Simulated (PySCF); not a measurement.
## C4H5ClNSi: g tensor and hyperfine couplings

C4H5ClNSi (doublet state).
Structure used (GFN2-xTB), in Å, numbered top down from 1:
```
atom  x, y, z in Å
C1    -0.5838   -1.2483   -0.0158
C2    -0.4206    0.2424   -0.1128
C3    -1.4597    1.0351   -0.4210
Cl4   -3.0407    0.4211   -0.7243
Si5    1.2365    0.9864    0.1949
C6     2.5896   -0.1682    0.5837
N7     3.4511   -0.8967    0.8336
H8    -0.8857   -1.6530   -0.9815
H9    -1.3663   -1.4926    0.7018
H10    0.3390   -1.7339    0.2911
H11   -1.3956    2.1080   -0.5036
H12    1.5373    2.3990    0.1278
```

The hyperfine couplings belong to this conformer and change with its torsions.

Identity: `C/C(=C\Cl)[SiH]C#N` [radical].

Method: PySCF, UKS B3LYP, pcH-1 on C Cl H N Si, non-relativistic, mean-field spin-orbit, GIAO. Geometry: GFN2-xTB, one conformer, isolated molecule. Couplings are sensitive to structure, and on GFN2-xTB geometries they can be far from those on DFT ones, by a factor of two or more for some ions and for spin on atoms past the first row. No stability test was run, so a lower SCF solution isn't excluded.

```
g1, g2, g3                      : 2.00198, 2.00394, 2.00555
g_iso                           : 2.00382
Form of g                       : rhombic: the two nearest values differ by 45 % of g3 − g1
⟨S²⟩                            : 0.7665 (exact 0.7500)
HOMO–LUMO gap, α and β orbitals : 4.54, 4.54 eV
```

Hyperfine couplings atom by atom, in MHz; T1 to T3 are the principal values of the dipolar part:

```json
{"atom": "C1", "isotope": "13C", "a_iso": "3.5", "of which spin–orbit": "0.0", "T1": "-0.6", "T2": "0.1", "T3": "0.5", "Mulliken spin population": "0.01"}
{"atom": "C2", "isotope": "13C", "a_iso": "-30.4", "of which spin–orbit": "0.0", "T1": "-16.4", "T2": "6.3", "T3": "10.1", "Mulliken spin population": "-0.17"}
{"atom": "C3", "isotope": "13C", "a_iso": "29.3", "of which spin–orbit": "0.2", "T1": "-25.0", "T2": "-23.5", "T3": "48.5", "Mulliken spin population": "0.27"}
{"atom": "Cl4", "isotope": "35Cl", "a_iso": "2.0", "of which spin–orbit": "-0.1", "T1": "-10.8", "T2": "-6.5", "T3": "17.2", "Mulliken spin population": "0.03"}
{"atom": "Si5", "isotope": "29Si", "a_iso": "-138.9", "of which spin–orbit": "1.3", "T1": "-166.8", "T2": "82.9", "T3": "83.9", "Mulliken spin population": "0.85"}
{"atom": "C6", "isotope": "13C", "a_iso": "-35.2", "of which spin–orbit": "0.0", "T1": "-8.6", "T2": "0.0", "T3": "8.6", "Mulliken spin population": "-0.10"}
{"atom": "N7", "isotope": "14N", "a_iso": "4.4", "of which spin–orbit": "-0.1", "T1": "-9.1", "T2": "-6.8", "T3": "15.9", "Mulliken spin population": "0.18"}
{"atom": "H8", "isotope": "1H", "a_iso": "-12.4", "of which spin–orbit": "0.0", "T1": "-1.3", "T2": "-0.1", "T3": "1.4", "Mulliken spin population": "0.00"}
{"atom": "H9", "isotope": "1H", "a_iso": "-11.2", "of which spin–orbit": "0.0", "T1": "-1.3", "T2": "-0.1", "T3": "1.4", "Mulliken spin population": "0.00"}
{"atom": "H10", "isotope": "1H", "a_iso": "-1.6", "of which spin–orbit": "0.0", "T1": "-1.5", "T2": "-1.3", "T3": "2.9", "Mulliken spin population": "0.00"}
{"atom": "H11", "isotope": "1H", "a_iso": "-19.2", "of which spin–orbit": "0.0", "T1": "-8.3", "T2": "-1.8", "T3": "10.1", "Mulliken spin population": "-0.01"}
{"atom": "H12", "isotope": "1H", "a_iso": "-48.4", "of which spin–orbit": "0.0", "T1": "-10.4", "T2": "3.8", "T3": "6.6", "Mulliken spin population": "-0.04"}
```

Largest spin populations (Mulliken): Si5 (+0.85), C3 (+0.27), N7 (+0.18) and C2 (-0.17). Three atoms exceed +0.15. The angles at Si5 add up to 360.0°, so it is planar; its axial dipolar tensor and the negative coupling of its proton fit spin in a p orbital normal to that plane.

Axes: g2 points within 11° of the C3–H11 bond and g3 points within 13° of the C3–Cl4 bond.

Under fast tumbling the dipolar parts average out, and these isotropic splittings remain: 1 × 1H (H12, I = 1/2, 2 lines) with 1.72 mT, 1 × 1H (H11, I = 1/2, 2 lines) with 0.68 mT, 3 × 1H (H8/H9/H10, I = 1/2, 4 lines) with 0.30 mT, 1 × 14N (N7, I = 1, 3 lines) with 0.16 mT and 1 × 35Cl (Cl4, I = 3/2, 4 lines) with 0.07 mT.

Class means assume fast exchange of nuclei equivalent by connectivity; if that motion is slow, each nucleus keeps its own coupling. The three 1H nuclei of mean -8.4 MHz run from -12.4 to -1.6 MHz in the frozen geometry.

Main isotope only: 35Cl (natural samples also hold 24 % 37Cl, magnetic too, which adds its own pattern).

The 13C coupling of C6 (-35.2 MHz) shows only in satellite lines or after enrichment, since that isotope makes up about 1.07 % of natural carbon.

The 29Si coupling of Si5 (-138.9 MHz) shows only in satellite lines or after enrichment, since that isotope makes up about 4.7 % of natural silicon.

Examples of negative spin density at the nucleus (bohr⁻³): C6 (-0.0313), C2 (-0.0271) and H12 (-0.0108).
